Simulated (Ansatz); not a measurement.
Consider the ligand exchange at the Al–C bond: `[BH2][Al]([CH3])[CH3]` + `[OH][AlH2]` → `[BH2][Al]([CH3])[O][AlH2]` + CH₄.

Isolated molecules relaxed with PBE0-D4/def2-TZVP in Ansatz; ΔE leaves out vibrations. CCSD(T)/CBS adds triple-zeta CCSD(T) − MP2 to the extrapolated MP2 energy (def2 sets, frozen cores). This one scheme is used for every species. Functionals use def2-TZVPP. One conformer a species, not always the lowest.

**Question.** Is it downhill or uphill in electronic energy at CCSD(T)/CBS, and by how much? (An estimate is asked.)

**Answer.** The calculation gave: Downhill: ΔE = -41.2 kcal/mol.

**Question.** What do these levels give: ωB97X-V, B2PLYP, BLYP, r2SCANh, r2SCAN0, CAM-B3LYP, LC-ωPBE, RPA@PBE/def2-TZVPP, CCSD/def2-SVP, CCSD(T)/def2-TZVPP, MP2/def2-QZVPP, MP2/CBS(def2)? (Estimate.)

**Answer.** Ansatz gave: ωB97X-V -41.0, B2PLYP -42.5, BLYP -41.1, r2SCANh -41.2, r2SCAN0 -41.3, CAM-B3LYP -42.4, LC-ωPBE -40.0, RPA@PBE/def2-TZVPP -41.6, CCSD/def2-SVP -44.9, CCSD(T)/def2-TZVPP -41.8, MP2/def2-QZVPP -42.2, MP2/CBS(def2) -41.8 kcal/mol.

Largest T1 diagnostic among the species: 0.012.

Leaving LDA and LC-ωPBE aside and taking each functional with its dispersion term where it has one, the values, not all of them listed here, spread over 5.8 kcal/mol, from BHLYP-D4 to revPBE-D4. At CCSD(T), def2-SVP lies −3.5 kcal/mol from the extrapolated value and def2-TZVPP −0.5 kcal/mol. From BLYP to BHLYP (50 % exact exchange), in def2-TZVPP and without D4, ΔE moves by −2.2 kcal/mol.
